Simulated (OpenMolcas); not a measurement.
**GeH3Br (SMILES [GeH3][Br]): methods side by side**

GeH3Br: 5 atoms, total charge 0, spin state singlet. SMILES: `[GeH3][Br]`. The shape is that of a PBE0-D4/def2-TZVP optimisation.

Quantity: the HOMO–LUMO gap, in eV. The values are calculated.

```json
{"level": "SVWN5/aug-cc-pVDZ", "kind": "LDA", "program": "OpenMolcas", "value (eV)": "5.14", "CPU time": "24 s"}
{"level": "BLYP/aug-cc-pVDZ", "kind": "GGA", "program": "OpenMolcas", "value (eV)": "5.14", "CPU time": "30 s"}
{"level": "PBE/aug-cc-pVDZ", "kind": "GGA", "program": "OpenMolcas", "value (eV)": "5.26", "CPU time": "32 s"}
{"level": "revPBE/aug-cc-pVDZ", "kind": "GGA", "program": "OpenMolcas", "value (eV)": "5.30", "CPU time": "33 s"}
{"level": "M06-L/aug-cc-pVDZ", "kind": "meta-GGA", "program": "OpenMolcas", "value (eV)": "6.14", "CPU time": "43 s"}
{"level": "TPSS/aug-cc-pVDZ", "kind": "meta-GGA", "program": "OpenMolcas", "value (eV)": "5.55", "CPU time": "42 s"}
{"level": "B3LYP/aug-cc-pVDZ", "kind": "global hybrid", "program": "OpenMolcas", "value (eV)": "6.79", "CPU time": "31 s"}
{"level": "B2PLYP/aug-cc-pVDZ", "kind": "double hybrid", "program": "OpenMolcas", "value (eV)": "9.24", "CPU time": "23 s"}
```

All-electron rows without a relativistic Hamiltonian named are non-relativistic. The values span 5.14 to 9.24 eV. Orbital gaps aren't excitation energies, and those of double hybrids come from the SCF part alone; they tend to grow with the share of exact exchange. Times are those of the runs behind each value, whatever else they computed, on shared processors of several kinds: orders of magnitude only.
